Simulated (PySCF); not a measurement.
Vertical excitations of a molecule C2H6AlFO from TDA-PBE/def2-SVPD (PySCF 2.14.0), as energy in eV (oscillator strength): 5.92 (0.097), 6.43 (0.001), 6.57 (0.067), 6.80 (0.034), 7.05 (0.002), 7.32 (0.001), 7.41 (0.075), 7.43 (0.010), 7.67 (0.075), 7.75 (0.015). Lowest triplet (TDA): 5.39 eV. Geometry optimised at B3LYP-D3(BJ)/def2-SVP. The values are those of a single conformer.

Q: Which structure fits?
(A) C[O][Al]([CH3])[F]
(B) CC[O][AlH][F]
(C) C[CH2][Al]([OH])[F]

A: C, C[CH2][Al]([OH])[F]
